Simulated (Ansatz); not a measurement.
Total energies of the cluster Ge₂Te from Ansatz at PBE0-D4/def2-TZVP, gas phase (1 Eh = 27.2114 eV = 2625.5 kJ/mol). The reference geometry is relaxed at PBE0-D4/def2-TZVP.

```xyz
3

Ge    0.630    1.174    0.626
Ge   -0.454    0.069   -1.399
Te   -0.176   -1.243    0.773
```

| state | geometry | energy (Eh) |
| --- | --- | --- |
| charge 0 singlet | reference | -4421.57269 |
| charge 1 doublet | reference | -4421.29444 |
| charge 0 triplet | relaxed at PBE0-D4/def2-TZVP | -4421.54585 |
| charge 0 quintet | relaxed at PBE0-D4/def2-TZVP | -4421.46374 |
| free Ge atom (triplet) | – | -2076.65516 |
| free Te atom (triplet) | – | -267.99464 |

In the def2 sets Te takes a core potential; there is no spin–orbit coupling.

Task: Work out the vertical ionisation energy to the doublet.

Result: E(charge 1 doublet) − E(charge 0 singlet) = -4421.29444 − (-4421.57269) = 0.27825 Eh = 7.57 eV. For comparison, −ε of the highest occupied level is 5.75 eV at this level, 1.82 eV less.

Task: Which of the charge 0 states is lowest, and how far above it are the others?

Result: The singlet. triplet: -4421.54585 − (-4421.57269) = 0.02684 Eh = 70.5 kJ/mol; quintet: -4421.46374 − (-4421.57269) = 0.10895 Eh = 286.0 kJ/mol.

Task: What is the binding energy per atom against free atoms?

Result: Atoms: 2 × (-2076.65516) + 1 × (-267.99464) = -4421.30496 Eh. Binding: -4421.30496 − (-4421.57269) = 0.26773 Eh = 7.29 eV, or 2.43 eV for each of 3 atoms (no zero-point energy, no counterpoise term).

The structure comes from a short search, and lower isomers may exist.
